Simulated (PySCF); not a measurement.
Ga2H4, SMILES [GaH2][GaH2]. Heavy atoms are numbered as in [GaH2:1][GaH2:2]. Hydrogens are named by the atom that carries them.

Geometry optimised at PBE0-D3(BJ)/def2-TZVP.

Computed with B3LYP/def2-TZVPD in PySCF.

ESP charges are fitted to the potential on shells at 1.4 to 2.0 van der Waals radii. Atomic charges (e), one atom of each kind:

```csv
atom,ESP fit,meta-Löwdin
Ga1 (GaH2),___,0.14
H on Ga1,___,-0.07
```

Q: What belongs in the gaps? (An estimate is asked for; the answer gives what the named calculation found.)

A: 
- Ga1 (GaH2), ESP fit: 0.37
- H on Ga1, ESP fit: -0.18
